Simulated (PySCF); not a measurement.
C10H8.
Numbering: `[CH:1]#[C:2][C:3]1=[CH:4][C@@H:5]2[CH:6]=[CH:7][C@H:8]1[CH:9]=[CH:10]2` (hydrogens: H11 on C1; H12 on C4; H13 on C5; H14 on C6; H15 on C7; H16 on C8; H17 on C9; H18 on C10)

Method used: PySCF, PBE0-D3(BJ)/def2-SVP geometry optimisation, gas phase.

(1) Give the optimised bond lengths and angles.

Results:

(1) 
| bond | length (Å) |
| --- | --- |
| C1≡C2 | 1.215 |
| C2–C3 | 1.415 |
| C3=C4 | 1.342 |
| C4–C5 | 1.526 |
| C5–C6, C5–C10 | 1.531 |
| C6=C7, C9=C10 | 1.331 |
| C7–C8, C8–C9 | 1.528 |
| C3–C8 | 1.544 |
| C1–H11 | 1.074 |
| C4–H12 | 1.090 |
| C5–H13 | 1.096 |
| C6–H14, C10–H18 | 1.091 |
| C7–H15, C9–H17 | 1.091 |
| C8–H16 | 1.095 |

Bonds in one row agree within 0.01 Å and their mean is given. A selection of angles:
| angle | degrees |
| --- | --- |
| C2–C1–H11 | 179.0 |
| C1–C2–C3 | 177.6 |
| C2–C3–C4 | 127.0 |
| C2–C3–C8 | 120.8 |
| C4–C3–C8 | 112.2 |
| C3–C4–C5 | 113.3 |
| C3–C4–H12 | 124.6 |
| C5–C4–H12 | 122.1 |
| C4–C5–C6 | 105.6 |
| C4–C5–H13 | 112.7 |
| C6–C5–C10 | 106.2 |
| C6–C5–H13 | 113.1 |
| C5–C6–C7 | 113.0 |
| C5–C6–H14 | 121.3 |
| C7–C6–H14 | 125.7 |
| C6–C7–C8 | 113.1 |
| C6–C7–H15 | 125.7 |
| C8–C7–H15 | 121.2 |
| C7–C8–C9 | 106.3 |
| C7–C8–H16 | 113.5 |
| C3–C8–C7 | 105.5 |
| C3–C8–H16 | 111.9 |

Torsions: C2–C3–C4–C5 180° (antiperiplanar); C3–C4–C5–C6 56° (synclinal); C4–C5–C6–C7 -56° (synclinal); C5–C6–C7–C8 0° (synperiplanar); C6–C7–C8–C9 -55° (synclinal); C7–C8–C9–C10 55° (synclinal); C8–C9–C10–C5 0° (synperiplanar); C2–C3–C8–C7 124° (anticlinal); C4–C5–C10–C9 56° (synclinal).

The 11 C–C bonds span 1.215 Å (C1≡C2, drawn triple) to 1.544 Å (C3–C8, drawn single), a spread of 0.329 Å. The 6-membered ring C5–C6–C7–C8–C9–C10 has internal angles of 106.2° to 113.1°; it is puckered, 0.33 Å rms from its mean plane, widest ring torsion 55°. The 6-membered ring C3–C4–C5–C10–C9–C8 has internal angles of 105.5° to 113.3°; it is puckered, 0.33 Å rms from its mean plane, widest ring torsion 56°. The 6-membered ring C3–C4–C5–C6–C7–C8 has internal angles of 105.5° to 113.3°; it is puckered, 0.33 Å rms from its mean plane, widest ring torsion 56°.

Point group: Cs (tolerance 0.08 Å). Not checked by PBE0-D3(BJ)/def2-SVP frequencies.
